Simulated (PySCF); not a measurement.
Spectrum to structure. Theory: PySCF 2.14.0, density-fitted response routines, TDDFT CAM-B3LYP/def2-SVPD, vertical, gas phase, core orbitals frozen in the response. Geometries: GFN2-xTB, one conformer each.

```tsv
state	λ (nm)	f
S1	197.9	0.014
S2	191.2	0.067
S3	183.7	0.084
S4	181.7	0.071
S5	178.1	0.039
S6	173.3	0.0073
S7	172.1	0.027
S8	169.0	0.0092
```

Question: Which structure fits?
A. `[H]/N=C\CN[Si@@H](N)F`
B. `C=C[Si@@H](Cl)[SiH2]C#N`
C. `N#CCCN[Si@H](N)F`
D. `C/C=C1C=C\1Cl`

Answer: B. Its S1 lies at 6.27 eV; the nearest of the others has S1 at 6.87 eV. S1 is HOMO→LUMO (78%), HOMO→LUMO+1 (9%). Löwdin shares by element: HOMO carbon 50% or more, silicon 23% (atoms not listed hold the other 28%); LUMO silicon 41%, chlorine 14%, carbon 11% or more (atoms not listed hold the other 34%). At the same level the other candidates give, for their lowest levels:
- `N#CCCN[Si@H](N)F`: 180 nm (f 0.010); 177 nm (f 0.025); 175 nm (f 0.061); 165 nm (f 0.007); 163 nm (f 0.008); T1 6.50 eV; HOMO -8.98, LUMO 0.90 eV
- `C/C=C1C=C\1Cl`: 277 nm (f 0.027); 229 nm (f 0.001); 202 nm (f 0.000); 195 nm (f 0.000); 191 nm (f 0.015); T1 3.29 eV; HOMO -7.22, LUMO 0.47 eV
- `[H]/N=C\CN[Si@@H](N)F`: 231 nm (f 0.003); 183 nm (f 0.011); 180 nm (f 0.007); 171 nm (f 0.033); 170 nm (f 0.046); T1 4.54 eV; HOMO -8.83, LUMO 1.03 eV

The values belong to the conformer `[CH2:1]=[CH:2][Si@@H:3]([Cl:4])[SiH2:5][C:6]#[N:7]`: C1–C2–Si3–Cl4 -166°, C2–Si3–Si5–C6 50°.
Triplets come from the Tamm–Dancoff approximation.
